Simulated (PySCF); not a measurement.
## Calculated data, BH$_{5}$N$_{2}$Si, CH$_{5}$FSi$_{2}$, H$_{3}$NOSi$_{2}$, CH$_{2}$BFSi and others

Calculation on a computer-drawn molecule: the log of a Hartree-Fock and frozen-core CCSD(T) single point meant for a local Hartree-Fock minimum, with one planted fault or none, to be diagnosed. Offsets are logged minus clean, where the clean run is the same molecule without the fault. The reference is restricted for singlets and unrestricted otherwise, and also for a bond in bohr or an excited solution. Adding or removing an electron swaps singlet and doublet. The excited solution moves the top pair (singlet) or top alpha electron (doublet) to the lowest empty orbital. Highest occupied and lowest empty are orbital energies over both spins, largest force is the largest gradient component, triples share is (T) over the correlation energy, the T1 limit is 0.02 restricted and 0.045 unrestricted, electrons count all cores, a negative frequency is imaginary (commonest isotopes), and the dipole is about the centre of nuclear charge. Program: PySCF 2.14.0.

Common to all runs: logged SCF converged yes; possible faults no fault, one electron removed, one electron added, multiplicity raised by two, geometry at a saddle point, SCF held on an excited solution, minimal basis STO-3G, one bond length entered in bohr, all coordinates scaled.

```json
{"entry": 1, "formula": "BH5N2Si", "logged_structure": {"atoms_angstrom": [["B", -0.1918, 1.1236, 0.8797], ["N", 0.9643, 0.4563, 0.4241], ["Si", 1.2171, -0.0654, -1.2352], ["N", 2.7631, -0.7749, -1.0806], ["H", -1.0774, 1.3644, 0.1043], ["H", -0.288, 1.4474, 2.0342], ["H", 2.297, 0.129, 1.7378], ["H", 3.2161, -1.1848, -1.8754], ["H", 3.3325, -0.8512, -0.2575]]}, "given": {"meant_charge": 0, "meant_multiplicity": 1, "meant_basis": "cc-pV(D+d)Z", "logged_electrons": 38, "logged_basis_functions": 90, "logged_spin_squared": 0.786, "logged_highest_occupied [eV]": -9.4347, "logged_lowest_empty [eV]": 1.8947, "logged_largest_force [hartree/bohr]": 0.018162, "logged_T1_diagnostic": 0.052354, "logged_D1_diagnostic": 0.23554, "logged_triples_share": 0.039396, "logged_CC_converged": "yes", "logged_dipole_magnitude [debye]": 2.4962, "logged_SCF_stable_within_its_kind": "yes", "logged_energy_HF [hartree]": -425.36711, "logged_energy_CCSD(T) [hartree]": -425.93463, "drawn_bonds_atom": [1, 2, 3, 1, 1, 2, 4, 4], "drawn_bonds_other_atom": [2, 3, 4, 5, 6, 7, 8, 9], "drawn_bonds_order": [1, 1, 1, 1, 1, 1, 1, 1]}, "results": {"planted_fault": "one bond length entered in bohr, row 6 of the drawn bonds", "HF_energy_offset_from_clean_run [kcal/mol]": 82.67, "CCSD(T)_energy_offset_from_clean_run [kcal/mol]": 82.85}, "notes": ["T1 above single-reference limit"]}
{"entry": 2, "formula": "CH5FSi2", "logged_structure": {"atoms_angstrom": [["C", -3.3886, 0.5623, 2.5115], ["Si", -2.8129, 0.4202, 0.9187], ["Si", -0.633, -0.3392, 0.5183], ["F", -0.6773, -1.6538, -0.4297], ["H", -2.7837, 0.2737, 3.3645], ["H", -4.378, 0.9343, 2.7552], ["H", -3.6466, 0.818, -0.231], ["H", 0.1854, 0.6634, -0.188], ["H", -0.0003, -0.714, 1.7951]]}, "given": {"meant_charge": 0, "meant_multiplicity": 1, "meant_basis": "cc-pV(D+d)Z", "logged_electrons": 48, "logged_basis_functions": 99, "logged_spin_squared": 0.0, "logged_highest_occupied [eV]": -4.2948, "logged_lowest_empty [eV]": -3.2157, "logged_largest_force [hartree/bohr]": 0.20654, "logged_CC_converged": "no", "logged_dipole_magnitude [debye]": 6.4319, "logged_SCF_stable_within_its_kind": "no", "logged_energy_HF [hartree]": -717.75046, "drawn_bonds_atom": [1, 2, 3, 1, 1, 2, 3, 3], "drawn_bonds_other_atom": [2, 3, 4, 5, 6, 7, 8, 9], "drawn_bonds_order": [2, 1, 1, 1, 1, 1, 1, 1]}, "results": {"planted_fault": "SCF held on an excited solution", "HF_energy_offset_from_clean_run [kcal/mol]": 213.8}, "notes": ["CCSD not converged"]}
{"entry": 3, "formula": "H3NOSi2", "logged_structure": {"atoms_angstrom": [["N", -2.7952, -1.2491, 1.3698], ["Si", -1.5282, -0.4291, 1.5732], ["O", -0.7288, 0.552, 0.5912], ["Si", -0.5248, -0.472, 3.6643], ["H", -3.4086, -1.4299, 0.6317], ["H", -1.0356, 0.6872, -0.2731], ["H", 0.4277, -1.5209, 3.2346]]}, "given": {"meant_charge": 0, "meant_multiplicity": 1, "meant_basis": "cc-pV(D+d)Z", "logged_electrons": 46, "logged_basis_functions": 89, "logged_spin_squared": 0.0, "logged_highest_occupied [eV]": -9.0364, "logged_lowest_empty [eV]": 0.082857, "logged_largest_force [hartree/bohr]": 0.024629, "logged_T1_diagnostic": 0.018926, "logged_D1_diagnostic": 0.054389, "logged_triples_share": 0.030063, "logged_CC_converged": "yes", "logged_dipole_magnitude [debye]": 2.3795, "logged_SCF_stable_within_its_kind": "yes", "logged_energy_HF [hartree]": -708.88703, "logged_energy_CCSD(T) [hartree]": -709.4597, "drawn_bonds_atom": [1, 2, 2, 1, 3, 4], "drawn_bonds_other_atom": [2, 3, 4, 5, 6, 7], "drawn_bonds_order": [2, 1, 1, 1, 1, 1]}, "results": {"planted_fault": "all coordinates scaled, by -2.2 %", "HF_energy_offset_from_clean_run [kcal/mol]": 2.547, "CCSD(T)_energy_offset_from_clean_run [kcal/mol]": 5.629}}
{"entry": 4, "formula": "CH2BFSi", "logged_structure": {"atoms_angstrom": [["F", -0.9243, -2.2099, 1.7199], ["B", -0.2644, -1.5277, 0.87], ["C", 0.3721, -0.7554, -0.0999], ["Si", -0.8792, 0.0316, -1.204], ["H", 1.4471, -0.6481, -0.1739], ["H", 0.0924, 0.7678, -2.1054]]}, "given": {"meant_charge": 0, "meant_multiplicity": 1, "meant_basis": "cc-pV(D+d)Z", "logged_electrons": 35, "logged_basis_functions": 75, "logged_spin_squared": 0.7768, "logged_highest_occupied [eV]": -15.589, "logged_lowest_empty [eV]": -6.3788, "logged_largest_force [hartree/bohr]": 0.073347, "logged_T1_diagnostic": 0.020635, "logged_D1_diagnostic": 0.070045, "logged_triples_share": 0.033684, "logged_CC_converged": "yes", "logged_dipole_magnitude [debye]": 3.1856, "logged_SCF_stable_within_its_kind": "yes", "logged_energy_HF [hartree]": -451.78298, "logged_energy_CCSD(T) [hartree]": -452.2771, "drawn_bonds_atom": [1, 2, 3, 3, 4], "drawn_bonds_other_atom": [2, 3, 4, 5, 6], "drawn_bonds_order": [1, 2, 1, 1, 1]}, "results": {"planted_fault": "one electron removed", "HF_energy_offset_from_clean_run [kcal/mol]": 170.8, "CCSD(T)_energy_offset_from_clean_run [kcal/mol]": 188.5}}
{"entry": 5, "formula": "Al2H3N2", "logged_structure": {"atoms_angstrom": [["N", -0.312, -0.8146, 1.7215], ["Al", 1.1046, 0.072, 1.3105], ["N", 2.4755, 0.9293, 0.912], ["Al", 3.8389, 1.7827, 0.5147], ["H", -0.4501, -1.7956, 1.5511], ["H", -1.1262, -0.4303, 2.1684], ["H", 5.1072, 2.5776, 0.1452]]}, "given": {"meant_charge": 1, "meant_multiplicity": 1, "meant_basis": "cc-pV(D+d)Z", "logged_electrons": 42, "logged_basis_functions": 89, "logged_spin_squared": 2.0242, "logged_highest_occupied [eV]": -10.02, "logged_lowest_empty [eV]": -5.3112, "logged_largest_force [hartree/bohr]": 0.090361, "logged_T1_diagnostic": 0.050312, "logged_D1_diagnostic": 0.2796, "logged_triples_share": 0.03884, "logged_CC_converged": "yes", "logged_dipole_magnitude [debye]": 4.0467, "logged_SCF_stable_within_its_kind": "yes", "logged_energy_HF [hartree]": -594.1616, "logged_energy_CCSD(T) [hartree]": -594.6134, "drawn_bonds_atom": [1, 2, 3, 1, 1, 4], "drawn_bonds_other_atom": [2, 3, 4, 5, 6, 7], "drawn_bonds_order": [1, 1, 2, 1, 1, 1]}, "results": {"planted_fault": "multiplicity raised by two", "HF_energy_offset_from_clean_run [kcal/mol]": 92.74, "CCSD(T)_energy_offset_from_clean_run [kcal/mol]": 104.2}, "notes": ["T1 above single-reference limit"]}
{"entry": 6, "formula": "BFH3Si", "logged_structure": {"atoms_angstrom": [["F", -1.7175, 0.3326, -0.4332], ["B", -1.0882, 0.9434, -1.4356], ["Si", 0.6997, 1.8069, -1.1243], ["H", -1.6616, 1.0075, -2.4878], ["H", 1.5247, 1.351, 0.0149], ["H", 1.5209, 2.075, -2.3245]]}, "given": {"meant_charge": 0, "meant_multiplicity": 2, "meant_basis": "cc-pV(D+d)Z", "logged_electrons": 32, "logged_basis_functions": 66, "logged_spin_squared": 0.0, "logged_highest_occupied [eV]": -0.76417, "logged_lowest_empty [eV]": 8.4231, "logged_largest_force [hartree/bohr]": 0.057461, "logged_T1_diagnostic": 0.018458, "logged_D1_diagnostic": 0.06524, "logged_triples_share": 0.026533, "logged_CC_converged": "yes", "logged_dipole_magnitude [debye]": 2.5866, "logged_SCF_stable_within_its_kind": "yes", "logged_energy_HF [hartree]": -414.80559, "logged_energy_CCSD(T) [hartree]": -415.23815, "drawn_bonds_atom": [1, 2, 2, 3, 3], "drawn_bonds_other_atom": [2, 3, 4, 5, 6], "drawn_bonds_order": [1, 1, 1, 1, 1]}, "results": {"planted_fault": "one electron added", "HF_energy_offset_from_clean_run [kcal/mol]": 0.4186, "CCSD(T)_energy_offset_from_clean_run [kcal/mol]": -21.63}}
{"entry": 7, "formula": "CH7Si2", "logged_structure": {"atoms_angstrom": [["Si", 0.1936, 1.2605, -0.08], ["C", -0.0196, -0.4946, 0.2226], ["Si", -1.7385, -1.2609, -0.3472], ["H", -0.229, 2.2654, 0.8956], ["H", 0.739, 1.7617, -1.3416], ["H", 0.7435, -1.0642, -0.3184], ["H", 0.0461, -0.7013, 1.2961], ["H", -1.6523, -2.6804, 0.014], ["H", -2.7966, -0.5426, 0.3835], ["H", -1.8515, -1.0399, -1.7989]]}, "given": {"meant_charge": 1, "meant_multiplicity": 1, "meant_basis": "cc-pV(D+d)Z", "logged_electrons": 41, "logged_basis_functions": 95, "logged_spin_squared": 0.7669, "logged_highest_occupied [eV]": -6.8059, "logged_lowest_empty [eV]": 2.3321, "logged_largest_force [hartree/bohr]": 0.042457, "logged_T1_diagnostic": 0.011509, "logged_D1_diagnostic": 0.030849, "logged_triples_share": 0.026676, "logged_CC_converged": "yes", "logged_dipole_magnitude [debye]": 1.2076, "logged_SCF_stable_within_its_kind": "yes", "logged_energy_HF [hartree]": -619.75563, "logged_energy_CCSD(T) [hartree]": -620.16586, "drawn_bonds_atom": [1, 2, 1, 1, 2, 2, 3, 3, 3], "drawn_bonds_other_atom": [2, 3, 4, 5, 6, 7, 8, 9, 10], "drawn_bonds_order": [1, 1, 1, 1, 1, 1, 1, 1, 1]}, "results": {"planted_fault": "one electron added", "HF_energy_offset_from_clean_run [kcal/mol]": -138.7, "CCSD(T)_energy_offset_from_clean_run [kcal/mol]": -148.7}}
{"entry": 8, "formula": "BH6N2Si", "logged_structure": {"atoms_angstrom": [["N", 0.0949, 0.4994, -0.0065], ["B", 1.4837, 0.4335, -0.2597], ["N", 1.9883, 0.3358, -1.5761], ["Si", 2.7924, 0.5591, 1.3058], ["H", -0.2907, 0.5504, 0.911], ["H", -0.5976, 0.4694, -0.7266], ["H", 1.4056, 0.2972, -2.3873], ["H", 2.9606, 0.2704, -1.7844], ["H", 2.2638, 0.0935, 2.6162], ["H", 4.1221, -0.0671, 1.0755]]}, "given": {"meant_charge": 0, "meant_multiplicity": 2, "meant_basis": "cc-pV(D+d)Z", "logged_electrons": 39, "logged_basis_functions": 95, "logged_spin_squared": 0.7833, "logged_highest_occupied [eV]": -1.752, "logged_lowest_empty [eV]": -0.85979, "logged_largest_force [hartree/bohr]": 0.037743, "logged_dipole_magnitude [debye]": 2.9633, "logged_SCF_stable_within_its_kind": "no", "logged_energy_HF [hartree]": -425.84871, "drawn_bonds_atom": [1, 2, 2, 1, 1, 3, 3, 4, 4], "drawn_bonds_other_atom": [2, 3, 4, 5, 6, 7, 8, 9, 10], "drawn_bonds_order": [1, 1, 1, 1, 1, 1, 1, 1, 1]}, "results": {"planted_fault": "SCF held on an excited solution", "HF_energy_offset_from_clean_run [kcal/mol]": 136.0}, "notes": ["coupled-cluster numbers left out as unreliable"]}
{"entry": 9, "formula": "CH7B2Si", "logged_structure": {"atoms_angstrom": [["B", 0.2337, 0.0922, 0.5942], ["C", -0.5754, 1.5626, 0.5872], ["B", -1.5632, 1.7661, -0.7767], ["Si", -1.8471, 1.4984, 2.2293], ["H", 1.4901, -0.1225, 0.8442], ["H", 0.1445, 2.4878, 0.7841], ["H", -2.3657, 0.8166, -1.161], ["H", -1.5448, 2.8822, -1.4462], ["H", -0.9949, 1.206, 3.5572], ["H", -2.558, 2.9282, 2.3896], ["H", -2.9651, 0.3657, 2.0557]]}, "given": {"meant_charge": 0, "meant_multiplicity": 2, "meant_basis": "cc-pV(D+d)Z", "logged_electrons": 37, "logged_basis_functions": 100, "logged_spin_squared": 0.7537, "logged_highest_occupied [eV]": -9.1895, "logged_lowest_empty [eV]": 1.47, "logged_largest_force [hartree/bohr]": 0.03904, "logged_T1_diagnostic": 0.013832, "logged_D1_diagnostic": 0.039973, "logged_triples_share": 0.031782, "logged_CC_converged": "yes", "logged_dipole_magnitude [debye]": 0.67263, "logged_SCF_stable_within_its_kind": "yes", "logged_energy_HF [hartree]": -380.11806, "logged_energy_CCSD(T) [hartree]": -380.59225, "drawn_bonds_atom": [1, 2, 2, 1, 2, 3, 3, 4, 4, 4], "drawn_bonds_other_atom": [2, 3, 4, 5, 6, 7, 8, 9, 10, 11], "drawn_bonds_order": [1, 1, 1, 1, 1, 1, 1, 1, 1, 1]}, "results": {"planted_fault": "all coordinates scaled, by +8.4 %", "HF_energy_offset_from_clean_run [kcal/mol]": 32.91, "CCSD(T)_energy_offset_from_clean_run [kcal/mol]": 27.01}}
{"entry": 10, "formula": "C3H8B", "logged_structure": {"atoms_angstrom": [["C", 0.2084, -1.3051, 0.3557], ["B", -0.6325, -1.1488, 1.687], ["C", -2.0822, -0.6273, 1.777], ["C", -2.9699, -0.1737, 0.6539], ["H", 1.1311, -0.7176, 0.4368], ["H", 0.5336, -2.3474, 0.2507], ["H", -0.3005, -1.0134, -0.5651], ["H", -0.098, -1.463, 2.7229], ["H", -2.5504, -0.5678, 2.7581], ["H", -3.8863, -0.7729, 0.6198], ["H", -2.4865, -0.2403, -0.3204], ["H", -3.2852, 0.8644, 0.806]]}, "given": {"meant_charge": 0, "meant_multiplicity": 2, "meant_basis": "cc-pVDZ", "logged_electrons": 30, "logged_basis_functions": 96, "logged_spin_squared": 0.0, "logged_highest_occupied [eV]": -17.746, "logged_lowest_empty [eV]": -6.8947, "logged_largest_force [hartree/bohr]": 0.085817, "logged_T1_diagnostic": 0.016938, "logged_D1_diagnostic": 0.070017, "logged_triples_share": 0.027793, "logged_CC_converged": "yes", "logged_dipole_magnitude [debye]": 3.57, "logged_SCF_stable_within_its_kind": "yes", "logged_energy_HF [hartree]": -142.61821, "logged_energy_CCSD(T) [hartree]": -143.16423, "drawn_bonds_atom": [1, 2, 3, 1, 1, 1, 2, 3, 4, 4, 4], "drawn_bonds_other_atom": [2, 3, 4, 5, 6, 7, 8, 9, 10, 11, 12], "drawn_bonds_order": [1, 1, 1, 1, 1, 1, 1, 1, 1, 1, 1]}, "results": {}}
```

To be estimated
1. Which fault was planted in the run of C$_{3}$H$_{8}$B (entry 10)?

Answers
1. one electron removed

Further results for C$_{3}$H$_{8}$B (entry 10):

| Quantity | Value |
| --- | --- |
| HF energy offset from clean run | 191.9 kcal/mol |
| CCSD(T) energy offset from clean run | 203.7 kcal/mol |
